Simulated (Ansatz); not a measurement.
A search over several starts for the lowest SCF solution of SnBr₂⁻ at the given spin, in a small basis.

```yaml
crystal:
  periodic: [false, false, false]
  atoms:
    - {symbol: Sn, position_ang: [-0.003845, -0.001471, 0.000492]}
    - {symbol: Br, position_ang: [0.552401, -0.602090, 2.603287]}
    - {symbol: Br, position_ang: [-0.548566, 0.603571, -2.603779]}
basis:
  gaussian: {orbitals: def2-SVP, initial_orbitals: start.molden}
total_charge: -1
magnetization: {spin_polarized: true, initial_magnetization: 3}
hamiltonian: {xc: pbe0, dispersion: d4}
output: {orbitals: {seedname: orbitals}}
```

The file start.molden holds the orbitals of an earlier run on this structure, at another level or in another basis.

```sh
$ ansatz run in.yaml --threads 4 --pin off --events-out ev --progress --plain --max-ram 3916MiB
```

Output, abridged:

```
Functional definition: PBE0
948 factors; integrals over basis functions are off by at most 3.7e-4 eV
mean field evaluation 1: about -145893.0565 eV, gradient 2.1e1 eV
mean field evaluation 2: about -145893.3061 eV, gradient 4.5e-1 eV
mean field evaluation 4: about -145893.3259 eV, gradient 3.4e-3 eV
mean field evaluation 8: about -145892.6862 eV, gradient 1.2e1 eV
mean field evaluation 16: about -145893.3259 eV, gradient 7.0e-3 eV
mean field -145893.32593669 eV, -5361.4808381252 hartree, gradient 2.1e-5 eV, S^2 3.755169; 1 other end points of the search recorded, 0 dependent functions left out
reference -145893.32596364 eV, -5361.4808391158 hartree; 48, 45 occupied and 42, 45 virtual orbitals, 948 factors
Total energy: -145893.41363972 eV, -5361.4840611521 hartree
```

Run time 2.7 s (4 threads of Arm Neoverse V2 on a shared host).

In the def2 sets Sn takes a core potential; there is no spin–orbit coupling. At PBE0-D4/def2-TZVPD a doublet of charge -1 lies 2.54 eV below the quartet, each at its own geometry. The structure comes from a short search, and lower isomers may exist.
